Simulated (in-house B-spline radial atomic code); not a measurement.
The numbers below are computed, except where a source is named.
**Softness against transferability: the 3d channel of Se**

Se, [Ar] 3d10 4s2 4p4, non-relativistic PBE, spherical and spin-unpolarised, from a B-spline radial code for spherical atoms (atomic units). The all-electron 3d level is ε = -2.001660 hartree and its outer maximum at 0.45 bohr.

Troullier-Martins pseudo-orbitals are made for several radii. The cutoffs (hartree) are the plane-wave energies beyond which the orbital holds less than the named kinetic energy per electron. The phase error is the difference, pseudo minus all-electron, of arctan(R P'/P) at R = 2.2 bohr for all radii, half a hartree below and above the level.

| r_c (bohr) | V_l(0) (hartree) | cutoff for 10 mEh | for 1 mEh | for 0.1 mEh | phase error at ε − 0.5 (mrad) | at ε + 0.5 (mrad) |
| --- | --- | --- | --- | --- | --- | --- |
| 1.02 | -45.75 | 104 | 123 | 217 | +0.1 | +0.4 |
| 1.18 | -38.01 | 84.5 | 101 | 174 | +0.2 | +0.8 |
| 1.36 | -31.72 | 69.1 | 82.4 | 140 | +0.5 | +1.8 |
| 1.53 | -27.37 | 58.3 | 69.6 | 117 | +1.0 | +3.5 |
| 1.71 | -23.82 | 49.6 | 59.2 | 98.6 | +2.2 | +6.7 |
| 1.9 | -20.89 | 42.3 | 50.8 | 84 | +4.6 | +12.5 |

Q: Which radius needs the lowest cutoff for 0.1 mEh while both phase errors stay within 3.6 mrad?

A: The radii within that limit are 1.02, 1.18, 1.36, 1.53 bohr; of these r_c = 1.53 needs the least, 117 hartree, that is 234 Ry or 3184 eV.

Q: What does the larger radius buy, and what does it cost?

A: From r_c = 1.02 to 1.9 bohr the cutoff for 1 mEh goes from 123 to 50.8 hartree, a factor of 2.42, against 3.47 for a pure 1/r_c² scaling, end to end; step by step it is 123, 101, 82.4, 69.6, 59.2, 50.8, and for 0.1 mEh 217, 174, 140, 117, 98.6, 84; the number of plane waves goes as the cutoff to the power 3/2, here a factor of 3.8. The larger of the two phase errors is least at r_c = 1.02 bohr, 0.4 mrad; it is 0.4 at the smallest radius and 12.5 at the largest. These errors test the reference atom alone. Large radii also let the cores of neighbours overlap, which an atom doesn't show.
